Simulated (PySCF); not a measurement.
# How methods differ on the excitation energy of Rh

Rh [Kr] 4d8 5s1 (4F) → Rh [Kr] 4d9 (2D), as a difference of total energies. Calculation: PySCF 2.14, in aug-cc-pwCVDZ-PP with ECP28MDF (6s6p5d3f, 70 functions); a scalar-relativistic core potential. Correlated levels: valence: 4s2 4p6 frozen; valence and next inner shell: nothing frozen outside the core potential. The calculations carry no spin-orbit coupling.

Q: Order these methods by the excitation energy they give, lowest first.
A. r2SCAN
B. MP2 (valence)
C. B3LYP
D. UHF

A: B (0.381 eV), C (0.520 eV), A (0.939 eV), D (1.660 eV).

Errors of the correlated levels include the incompleteness of this basis and the frozen core.

For comparison: 0.342 eV (measured; NIST levels, between the centres of gravity of the two terms).
